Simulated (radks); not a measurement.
Values are calculated unless marked as measured or tabulated.
Q: The table gives one normalised radial function P(r) = r R(r) of Cd+ in [Ar] 3d10 4s2 4p5.5 4d10 5s1.5 (r in bohr). Code: a radial shooting solver on a logarithmic mesh with Libxc functionals. Model: scalar-relativistic Kohn-Sham, SOGGA, spin-unpolarised, spherical densities, point nucleus.

r	P
0.003276	0.1337
0.004334	0.1643
0.005781	0.1989
0.00771	0.2339
0.0102	0.2629
0.01361	0.2786
0.01815	0.2664
0.0242	0.2100
0.03203	0.0989
0.04271	-0.0740
0.05697	-0.2769
0.07538	-0.4309
0.1005	-0.4334
0.1341	-0.1877
0.1774	0.2472
0.2366	0.6416
0.3156	0.6181
0.4176	0.0535
0.557	-0.7631
0.7429	-1.2347
0.9829	-1.0959
1.311	-0.6192
1.749	-0.2246
2.314	-0.0521
3.086	-0.0064
4.116	-0.0004
5.445	0.0000
7.263	0.0000

Which n and l does it have? It may be an empty orbital.

A: n = 4, l = 0: the number of nodes gives n - l - 1 = 3, the rise at small r (about r^(l+1), flatter next to the nucleus through relativity) gives l, and the extent must fit the shell. The curve is that of 4s. 4s: eigenvalue -117.74 eV, 3 radial nodes at r = 0.0382, 0.153, 0.426 bohr, <r> = 0.877 bohr, 90 % of the charge inside 1.27 bohr.
